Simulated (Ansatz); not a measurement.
Question: Name a neutral molecule of B, C, S, Si and H with HOMO–LUMO gap (PBE0/def2-TZVPP) between 6.55 and 6.85 eV and size of the dipole moment (PBE/def2-TZVPP) between 0.25 and 0.55 D (Ansatz, PBE0-D4/def2-TZVP geometry).

Answer: `CCBS[SiH3]` (6.81 eV, 0.51 D). Other molecules can fit too; these were computed, each in one conformer that needn't be the lowest.
